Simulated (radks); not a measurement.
The numbers below are computed, except where a source is named.
Ionisation of Nb23+, [Ar], to Nb24+, [Ne] 3s2 3p5, under several functionals. Non-relativistic Kohn-Sham, spin-polarised, spherical densities, point nucleus; open shells are filled with parallel spins first (spin-orbit coupling, left out, can overturn this in heavy ions); a radial shooting solver on a logarithmic mesh with Libxc functionals.

functional                                      E(Nb23+) (hartree)  Exc (hartree)  IE (eV)  -e(HOMO) (eV)  <r> HOMO (bohr)  IE error (eV)
TPSS                                                   -3429.35446      -85.17930   1175.3         1147.7           0.3938           -0.7
exchange-only B88                                      -3428.49065      -84.31428   1173.2         1145.4           0.3936           -2.8
revTPSS                                                -3428.71749      -84.53072   1174.9         1147.4           0.3939           -1.1
PBEsol                                                 -3426.92745      -82.72636   1174.4         1146.6           0.3936           -1.6
TASK exchange with Perdew-Wang LDA correlation         -3428.09872      -83.91238   1177.6         1150.5           0.3939           +1.6
r2SCAN                                                 -3429.22973      -85.06148   1176.6         1149.6           0.3940           +0.6
XLYP                                                   -3429.75794      -85.58631   1174.7         1147.0           0.3936           -1.3
MS2 meta-GGA                                           -3429.14368      -84.97399   1175.8         1148.7           0.3941           -0.2
B86b exchange with PBE correlation                     -3429.34697      -85.17322   1174.9         1147.2           0.3936           -1.1
exchange-only LDA                                      -3422.78739      -78.54795   1171.5         1143.7           0.3937           -4.5
revPBE                                                 -3429.14895      -84.97461   1174.8         1147.1           0.3936           -1.2

NIST Atomic Spectra Database: 1176 eV (semi-empirical). Closest: MS2 meta-GGA. The Delta-SCF values span 6.11 eV, the total energies 6.97 hartree. The highest occupied level is 3p. Relativity is left out here, which matters for elements this heavy. Open shells are spherical and high-spin; term and fine-structure splittings are not resolved.
